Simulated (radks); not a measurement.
All-electron atom: neutral caesium in [Xe] 6s(up 1, down 0).

All-electron calculation, non-relativistic Kohn-Sham, PBE, spin-polarised, spherical densities, point nucleus; relativity is left out, which matters for an element this heavy. Program: a radial shooting solver on a logarithmic mesh with Libxc functionals.

Energy parts (eV):
total: -205610.91
kinetic: 205539.06
electron-nucleus: -487406.65
Hartree: 81323.32
exchange-correlation: -5066.64

Orbitals (lengths in bohr, moments of r in powers of bohr; r(max) is where P^2 peaks):
orbital	occ.	eigenvalue (eV)	<r^4>	<1/r>	<r>	r(max)
1s up	1	-34232.44	2.632e-06	54.47	0.02763	0.01830
1s down	1	-34232.44	2.632e-06	54.47	0.02763	0.01830
2s up	1	-5228.214	0.0004626	12.53	0.1187	0.1009
2s down	1	-5228.212	0.0004626	12.53	0.1187	0.1009
2p up	3	-4926.657	0.0002997	12.55	0.1010	0.07883
2p down	3	-4926.655	0.0002997	12.55	0.1010	0.07883
3s up	1	-1085.551	0.01888	4.604	0.3132	0.2861
3s down	1	-1085.548	0.01888	4.604	0.3132	0.2861
3p up	3	-957.2859	0.01790	4.532	0.3034	0.2727
3p down	3	-957.2829	0.01790	4.532	0.3034	0.2727
3d up	5	-718.6849	0.01414	4.407	0.2740	0.2212
3d down	5	-718.6821	0.01414	4.407	0.2740	0.2212
4s up	1	-203.4677	0.5119	1.910	0.7246	0.6702
4s down	1	-203.4610	0.5119	1.910	0.7245	0.6702
4p up	3	-157.2768	0.6226	1.813	0.7521	0.6850
4p down	3	-157.2693	0.6225	1.813	0.7521	0.6850
4d up	5	-77.4493	1.074	1.590	0.8314	0.7186
4d down	5	-77.4390	1.073	1.590	0.8314	0.7186
5s up	1	-24.7722	20.84	0.7175	1.817	1.612
5s down	1	-24.7275	20.65	0.7183	1.814	1.612
5p up	3	-13.6510	41.45	0.6140	2.109	1.803
5p down	3	-13.5736	40.34	0.6161	2.100	1.802
6s up	1	-2.1935	2343	0.2125	5.826	5.039

The highest occupied level is 6s up at -2.193 eV. Summed over all electrons, <r^2> = 91.22 bohr^2, which gives a Langevin (diamagnetic) susceptibility term of -72.2 x 10^-6 cm^3/mol. Virial ratio -V/T = 2.00035. The density falls to 0.001 e/bohr^3 at r = 4.73 bohr. The spin density at the nucleus is 2.568 e/bohr^3 (1s 0.010, 2s 0.003, 3s 0.000, 4s -0.002, 5s -0.079, 6s 2.637). The electron density at the nucleus is 1.177e+05 e/bohr^3. Spin moment in Bohr magnetons: 1.
